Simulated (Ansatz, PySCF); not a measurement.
This quintet is an excited state, 1.45 eV above the relaxed singlet at the level B3LYP-D3(BJ)/def2-TZVP // r2SCAN-D4/def2-SVP (PySCF).

Species: [Co(NH3)6]3+ (charge 3, multiplicity 5).

Problem. Give a relaxed geometry from r2SCAN-D4/def2-SVP in Ansatz (a quantum-chemistry and plane-wave program).

Solution. the end point of this relaxation.
Cartesian coordinates (Å) in one orientation:
```xyz
25

Co     0.014    -0.017     0.036
N     -1.869     0.731    -0.774
H     -2.715     0.420    -0.275
H     -2.032     0.441    -1.749
H     -1.952     1.757    -0.795
N     -1.039    -0.373     1.890
H     -0.413    -0.671     2.654
H     -1.760    -1.108     1.851
H     -1.528     0.450     2.270
N      1.963    -0.784     0.569
H      1.964    -1.275     1.477
H      2.703    -0.074     0.663
H      2.347    -1.475    -0.092
N      0.586     1.923     0.838
H     -0.193     2.589     0.947
H      1.268     2.438     0.263
H      1.016     1.888     1.773
N      0.869     0.526    -1.897
H      1.895     0.620    -1.910
H      0.528     1.431    -2.249
H      0.667    -0.137    -2.659
N     -0.503    -2.029    -0.611
H     -1.497    -2.158    -0.852
H     -0.314    -2.763     0.086
H     -0.004    -2.351    -1.454
```
